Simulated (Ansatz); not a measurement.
Input for Ansatz (a first-principles code): U-wB97X-V/def2-TZVPP on FHOTe (SMILES O[Te]F), a point of a bond scan (R = 2.888 Å). Elements past Kr take the def2 small-core potentials; no spin–orbit coupling.

Ansatz 0.2 input:
```yaml
crystal:
  periodic: [false, false, false]
  atoms:
    - {symbol: Te, position_ang: [0.11954946, 0.04292439, 0.30932958]}
    - {symbol: F, position_ang: [-1.67298671, 1.67799222, -1.25641585]}
    - {symbol: O, position_ang: [0.30870938, -1.40576060, -0.98121946]}
    - {symbol: H, position_ang: [0.99302490, -1.18271001, -1.62487581]}
basis:
  gaussian:
    orbitals: def2-TZVPP
hamiltonian:
  xc: {name: wB97X-V}
magnetization: {spin_polarized: true, initial_magnetization: 0}
```

It printed:

```
WARN ansatz: RAYON_NUM_THREADS=1 ignored (pool sized by the plan → 1); use --threads N
Functional definition: wB97X-V
integrals: 0.05 GiB planned
777 factors; their error is unknown
integrals: 0.08 GiB planned
157 factors; integrals over basis functions are off by at most 5.6e-5 eV
mean field: 0.69 GiB planned
mean field evaluation 1: about -12062.6994 eV, gradient 4.4e1 eV
mean field evaluation 2: about -11994.5888 eV, gradient 1.3e2 eV
mean field evaluation 4: about -12069.9617 eV, gradient 9.9e0 eV
mean field evaluation 8: about -12070.2755 eV, gradient 8.3e-2 eV
mean field evaluation 16: about -12070.3440 eV, gradient 2.4e-3 eV
mean field evaluation 32: about -12070.3586 eV, gradient 6.2e-1 eV
mean field evaluation 64: about -12069.8533 eV, gradient 7.2e0 eV
mean field -12070.48854340 eV, -443.5822722989 hartree, gradient 1.0e-5 eV, S^2 0.481652; 9 other end points of the search recorded, 0 dependent functions left out
reference -12070.48854208 eV, -443.5822722505 hartree; 21, 21 occupied and 105, 105 virtual orbitals, 777 factors
Total energy: -12070.48854208 eV, -443.5822722505 hartree
```

Self-consistency was reached. Its determinant has ⟨S²⟩ = 0.48, a mixture of spin states.

Cost: about 40 core-seconds (a rough figure).
